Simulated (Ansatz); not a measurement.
Geometry optimisation, RKS r2SCAN-D4/def2-SVPD (Ansatz 0.2.0).

Input:

```yaml
crystal:
  periodic: [false, false, false]
  atoms:
    - { symbol: "N", position_ang: [-0.18252, 1.3285, -0.37729] }
    - { symbol: C, position_ang: [-0.18072, 0.34162, 0.40592] }
    - { symbol: B, position_ang: [0.21824, -1.12849, 0.08277] }
    - { symbol: O, position_ang: [0.53039, -2.23939, -0.20241] }
    - { symbol: H, position_ang: [0.12486, 0.20374, -0.63124] }
    - { symbol: H, position_ang: [-0.49957, 0.56674, 1.4243] }
basis:
  gaussian: { orbitals: def2-SVPD }
hamiltonian:
  xc: r2scan
  dispersion: d4
relax:
  f_tol: 0.02
  max_steps: 50
output:
  orbitals: {}
```

Command:

```bash
$ ansatz run input.yaml --threads 2 --pin off --max-ram 3072MiB --backend cpu --events-out ev --progress --plain --runs-dir out
```

Where does it end, and by what steps?

The forces met the threshold. After 11 steps the energy has fallen by 4.453 eV; H5 moved furthest, 0.88 Å. Parted: C2–H5 (1.09 → 1.92 Å).

```csv
step,energy less start (eV),largest force component (eV/Å),accepted
0,0.0000,7.944,yes
1,-1.3164,5.186,yes
2,-2.8804,4.989,yes
3,-3.8979,2.655,yes
4,-4.3551,1.274,yes
5,-4.3844,1.684,yes
6,-4.4450,0.379,yes
7,-4.4499,0.160,yes
8,-4.4512,0.106,yes
9,-4.4519,0.178,yes
10,-4.4526,0.027,yes
11,-4.4526,0.018,yes
```

```xyz
6
Properties=species:S:1:pos:R:3
N -0.155 1.157 -0.342
C -0.190 0.224 0.534
B 0.199 -1.245 0.248
O 0.514 -2.379 -0.030
H 0.161 0.815 -1.257
H -0.519 0.502 1.550
```

The run took 23 s on 2 threads of Arm Neoverse V2, on a shared host, peak memory 0.17 GiB.
